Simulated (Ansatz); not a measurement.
`C=C[Se][GeH3]` + `C=O` → `O=C[Se][GeH3]` + `C=C`  (formal exchange of groups at the Se–C bond)

Calculated with Ansatz (gas phase, PBE0-D4/def2-TZVP geometries, no zero-point term in ΔE). CCSD(T)/CBS is the MP2 limit (def2-TZVPP, def2-QZVPP) plus CCSD(T) − MP2 in def2-TZVPP, frozen cores. This one scheme is used for every species. Functionals use def2-TZVPP. B3LYP here is the variant with VWN-RPA as its local correlation; programs differ in this. For Ge, Se outer-core shells are correlated without core-valence functions, which leaves a few kJ/mol of doubt a bond. Scalar relativity is left out up to krypton. Each species was taken in one conformer, which may not be the lowest.

`C=C[Se][GeH3]`:

Cartesian coordinates in Å:
```
C 0.760 -1.652 -1.395
C 0.702 -0.514 -0.719
Se -0.664 0.784 -0.993
Ge -0.928 1.369 1.271
H 1.600 -2.325 -1.264
H -0.011 -1.946 -2.099
H 1.480 -0.233 -0.016
H 0.464 1.628 1.871
H -1.779 2.645 1.293
H -1.624 0.243 2.052
```

`C=O`:

Z-matrix (Å, degrees):
```
C
O 1 1.195
H 1 1.109 2 122.0
H 1 1.109 2 122.0 3 -180.0
```

`O=C[Se][GeH3]`:

```xyz
8

O    -0.013   -1.498   -1.141
C    -1.089   -1.211   -0.708
Se   -1.450    0.253    0.481
Ge    0.819    0.938    0.554
H    -2.009   -1.770   -0.953
H     1.269    1.325   -0.856
H     1.664   -0.196    1.137
H     0.808    2.157    1.486
```

`C=C`:

Z-matrix (Å, degrees):
```
C
C 1 1.323
H 1 1.085 2 121.7
H 1 1.085 2 121.7 3 -180.0
H 2 1.085 1 121.7 3 -0.0
H 2 1.085 1 121.7 3 -180.0
```

| level | ΔE (kcal/mol) | difference from CCSD(T)/CBS |
| --- | --- | --- |
| PBE0-D4 | -12.8 | -1.2 |
| B3LYP-D4 | -13.2 | -1.6 |
| ωB97X-V | -11.8 | -0.2 |
| r2SCAN | -15.2 | -3.6 |
| B3LYP | -13.5 | -1.9 |
| HF/def2-TZVPP | -9.7 | 1.9 |
| SCS-MP2/def2-TZVPP | -10.4 | 1.2 |
| CCSD/def2-TZVPP | -10.5 | 1.1 |
| HF/CBS(def2) | -9.6 | 2.0 |
| CCSD/CBS(def2) | -10.8 | 0.8 |
| CCSD(T)/CBS | -11.6 | 0 |

Largest T1 diagnostic among the species: 0.015.

From PBE to PBE0 (25 % exact exchange), in def2-TZVPP and without D4, ΔE moves by +1.8 kcal/mol. In def2-TZVPP, CCSD(T) changes the Hartree–Fock value by −1.6 kcal/mol (the triples alone add −0.8 kcal/mol) and MP2 by −1.4 kcal/mol.
